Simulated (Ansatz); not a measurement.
CH$_{6}$ClNSSi (`CS[SiH](N)Cl`), charge 0, multiplicity 1.

(1) Give a relaxed structure at PBE0-D4/def2-TZVP (Ansatz). (Best estimate.)

Results:

(1) The calculation gave: 
Z-matrix (Å, degrees):
```
C
S 1 1.817
H 1 1.089 2 110.3
H 1 1.089 2 106.8 3 118.8
H 1 1.089 2 110.7 3 -122.0
Si 2 2.108 1 100.1 3 73.5
Cl 6 2.061 2 113.5 1 -61.2
N 6 1.703 2 110.5 1 55.5
H 6 1.481 2 104.5 1 -177.0
H 8 1.006 6 120.9 2 -153.6
H 8 1.007 6 120.8 2 54.4
```
This is one stationary point; other conformers may exist.
